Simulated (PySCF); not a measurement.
## Two-component Hartree-Fock for Nb⁴⁰⁺ (niobium, charge +40)

Start: 1s1; 1s1/2 filled at m_j = +1/2. Calculated with PySCF 2.14 in an even-tempered Gaussian basis (15 s from 77 bohr⁻², ratio 2.4; 10 p from 100 bohr⁻², ratio 2.4; 3 d from 300 bohr⁻², ratio 2.6; 3 f from 450 bohr⁻², ratio 2.6): generalised Hartree-Fock with the X2C-1e Hamiltonian and a Gaussian nucleus; one run each with spin-orbit coupling (SO) switched off, then screened by Boettger's factors.

| spinor shell | electrons | ε, spin-free (eV) | ε, screened SO (eV) | weight of nominal j (screened SO) | rms radius, screened SO (bohr) |
| --- | --- | --- | --- | --- | --- |
| 1s1/2 | 1 | -23406.6 | -23406.6 | 1.000 | 0.0407 |

| quantity | spin-free | screened SO |
| --- | --- | --- |
| E (hartree) | -860.17805 | -860.17805 |
| M_J | 1/2 | 1/2 |
| ⟨J²⟩ | 0.750 | 0.750 |
| ⟨L²⟩ | 0.000 | 0.000 |
| ⟨S²⟩ | 0.750 | 0.750 |

Breit and QED terms are absent; they matter most for the inner s and p1/2 levels.

Densities and radii are taken from the X2C orbitals without a picture-change correction, which distorts them close to the nucleus.

Without spin-orbit coupling the j labels of p, d and f shells carry no meaning; the spin-free column gives the mean over the occupied spinors of each nl shell.
